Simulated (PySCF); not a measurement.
# Structure revision by computed shifts

A compound C4H4F4O2 gives the data below (simulated from a calculation) and was assigned the structure `FC(F)O[C@@H]1O[C@@H]1C(F)F`.

¹³C{¹H} NMR (computed): δ 130.8 (C), 107.3 (CH), 86.8 (CH), 81.0 (CH2).

¹H NMR (500 MHz, computed): δ 6.09 (m, 1H), 5.53 (m, 1H), 5.23 (m, 1H), 4.96 (m, 1H).

Calculated, not measured (PySCF): geometry from GFN2-xTB, PBE0/pcSseg-1 with gauge-including orbitals. No relativistic terms, equivalent nuclei averaged, no solvent model, one computed conformer.

Referencing at the same level of theory: ¹H (31.72 ppm), ¹³C (186.93 ppm) against TMS.

Q: Compare with the shifts computed for the proposed structure, pairing carbons in order of shift.

A: Atom-mapped SMILES (the numbers label the heavy atoms): `[F:1][CH:2]([F:3])[O:4][C@@H:5]1[O:6][C@@H:7]1[CH:8]([F:9])[F:10]`. Hydrogens are named by the atom that carries them.

```
atom  computed for proposal  given list  difference
  C2                  123.8       130.8        -7.0
  C8                  121.9       107.3       +14.6
  C5                   73.1        86.8       -13.7
  C7                   54.6        81.0       -26.4
```

The rms difference is 17.0 ppm and the largest -26.4 ppm at C7 (epoxide ring carbon). The carbon types in order of shift don't match either: CH, CH, CH, CH for the proposal against C, CH, CH, CH2 in the data. The proposal doesn't fit.

Q: Which isomer fits?

A: SMILES FC(O[C@@H]1[C@H](F)CO1)(F)F.

1. Carbon types of the structure: 1 × C, 2 × CH, 1 × CH2, which accounts for all hydrogens.
2. δC 130.8: CF3 carbon; 4 electronegative neighbours deshield it.
3. δC 107.3: sp3 carbon bearing two oxygens; 2 electronegative neighbours deshield it.
4. δC 86.8: sp3 CH bonded to F; deshielded by the electronegative neighbour.
5. δC 81.0: sp3 CH2 bonded to O; pulled downfield by the heteroatom.

This is the structure that produced the data.

Splittings by ¹⁹F in the carbon and heteronuclear signals aren't shown, as no couplings were computed. Shifts are as computed. Against solution values, carbons near 30 ppm lie about +3 ppm off and those near 130 ppm about +5 ppm. Of 1211 compounds with measured shifts, 218 miss one by over three times the rms of a fit or turn the order of signals round; such compounds aren't used in these exercises. Multiplicities follow the n + 1 count of equivalent neighbours, as no J values were calculated; m marks all less simple cases, F and P coupling included.
